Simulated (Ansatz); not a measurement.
Relaxation of Cl3H4PSn (9 atoms, charge 0, multiplicity 1), to a largest force component of 0.03 eV/Å in at most 50 steps.

Theory: RKS PBE0-D4/def2-SVP (Ansatz 0.2.0).

```xyz
9
Properties=species:S:1:pos:R:3
Sn -0.728 -0.068 -0.409
H 0.063 0.265 2.412
Cl 1.510 -0.131 0.275
Cl -0.903 1.789 -1.817
Cl -0.991 -1.967 -1.751
P -2.502 0.064 1.303
H -3.453 -0.350 0.313
H -2.249 -1.280 1.717
H -0.448 0.366 2.908
```

Q: Where does it end, and by what steps?

A: The run converged. After 7 steps the energy has fallen by 0.157 eV; H9 moved furthest, 0.69 Å.

| step | energy less start (eV) | largest force component (eV/Å) | accepted |
| --- | --- | --- | --- |
| 0 | 0.0000 | 1.332 | yes |
| 1 | -0.1051 | 0.116 | yes |
| 2 | -0.1372 | 0.192 | yes |
| 3 | -0.1432 | 0.202 | yes |
| 4 | -0.1535 | 0.197 | yes |
| 5 | -0.1517 | 0.264 | no |
| 6 | -0.1567 | 0.046 | yes |
| 7 | -0.1570 | 0.013 | yes |

```xyz
9
Properties=species:S:1:pos:R:3
Sn -0.830 -0.097 -0.642
H 0.285 0.333 2.941
Cl 1.338 -0.156 0.234
Cl -0.933 1.751 -2.067
Cl -1.036 -1.993 -1.997
P -2.566 0.054 1.145
H -3.548 -0.425 0.220
H -2.237 -1.266 1.586
H -0.174 0.487 3.530
```

Whether the end is a true minimum wasn't checked by a vibrational analysis.

Time of the run: 25 s on 4 threads of Intel(R) Xeon(R) Platinum 8259CL CPU @ 2.50GHz (Skylake/Cascade Lake), with other jobs on the host, peak memory 0.38 GiB.
